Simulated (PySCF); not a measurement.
All values below come from PBE-D3(BJ)/def2-TZVP // B3LYP-D3(BJ)/def2-TZVP in PySCF. Gas-phase values, no solvent. 

Reference species (SMILES): `[AlH2][I]` (neutral, multiplicity 1).

The dipole moment comes out as 0.89 D. The LUMO comes out as -2.63 eV. The HOMO is -6.55 eV. The HOMO–LUMO gap is 3.92 eV.

After one change: the dipole moment falls by 0.89 D; the LUMO rises by 0.11 eV; the HOMO decreases by 0.75 eV; the HOMO–LUMO gap rises by 0.86 eV.

Problem. Name the change that produced these shifts. The new species is one of these.
A) `[I][AlH][I]`
B) `[I][Al]([I])[I]`
C) `[AlH3]`

Solution. C, `[AlH3]`
